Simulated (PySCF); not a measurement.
# Correlation energy of Zr³⁺ (zirconium, charge +3)

Starting occupation: [Kr] 4d1, 4d5/2 with m_j = +5/2. All numbers are calculated (PySCF 2.14, X2C-1e with screened-nucleus spin-orbit coupling, Gaussian nucleus, in x2c-SVPall-2c). Frozen: [Ar] 3d10; 9 electrons correlated; the 6 highest virtual spinors left out.

MP2 pair energies summed by pair of shells (mhartree):

```tsv
pair	energy	share (%)
4p1/2-4p3/2	-49.28	33.1
4p3/2-4p3/2	-43.18	29.0
4d5/2-4p3/2	-15.73	10.6
4p1/2-4p1/2	-13.25	8.9
4p3/2-4s1/2	-9.21	6.2
4d5/2-4p1/2	-7.08	4.8
4s1/2-4s1/2	-4.74	3.2
4p1/2-4s1/2	-4.73	3.2
4d5/2-4s1/2	-1.78	1.2
```

Total MP2 correlation energy: -148.99 mhartree.

This basis was not built for core-valence correlation, so the inner-shell part is incomplete.
